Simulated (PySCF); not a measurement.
2-bromofuran (C4H3BrO), SMILES Brc1ccco1. Atoms are numbered in the order given.

```xyz
9

Br     0.0049     1.5237     0.0000
C     -0.1031    -0.3261     0.0000
C     -1.1731    -1.1688     0.0000
C     -0.6095    -2.4936     0.0000
C      0.7423    -2.3314     0.0000
O      1.0599    -1.0088     0.0000
H     -2.2223    -0.8813     0.0000
H     -1.1498    -3.4390     0.0000
H      1.5831    -3.0213     0.0000
```
Charge 0, spin multiplicity 1.

Geometry optimised at ωB97X-D3(BJ)/def2-SVP.

Two levels are set side by side: PBE/pcSseg-1 (PySCF) and PBE0/pcSseg-1 (PySCF). GIAO shifts against H2O (¹⁷O), TMS (¹H), TMS (¹³C) at the same level; non-relativistic, no solvent, atoms listed together averaged. Without spin–orbit terms, shifts of atoms bonded to Cl or Br come out too high at both levels. Differences are taken from unrounded values.

```
quantity             PBE0
------------------  -----
δ(¹³C) of C2 (ppm)  145.7
δ(¹³C) of C3 (ppm)  120.7
δ(¹³C) of C4 (ppm)  120.7
δ(¹³C) of C5 (ppm)  151.0
δ(¹⁷O) of O6 (ppm)  321.4
δ(¹H) of H7 (ppm)    6.85
δ(¹H) of H8 (ppm)    6.94
δ(¹H) of H9 (ppm)    7.77
```

**Question.** What does PBE give, and how far is it from PBE0? (Estimate from the structure and the level; the computed values follow.)

**Answer.** 
| quantity | PBE | PBE minus PBE0 |
|---|---|---|
| δ(¹³C) of C2 (ppm) | 143.2 | -2.5 |
| δ(¹³C) of C3 (ppm) | 118.0 | -2.7 |
| δ(¹³C) of C4 (ppm) | 118.8 | -2.0 |
| δ(¹³C) of C5 (ppm) | 147.8 | -3.2 |
| δ(¹⁷O) of O6 (ppm) | 328.2 | 6.8 |
| δ(¹H) of H7 (ppm) | 6.68 | -0.18 |
| δ(¹H) of H8 (ppm) | 6.82 | -0.12 |
| δ(¹H) of H9 (ppm) | 7.64 | -0.12 |

Rough cost on one machine, each run with all the roots and properties that it gave: PBE0 against PBE within a factor of 2.
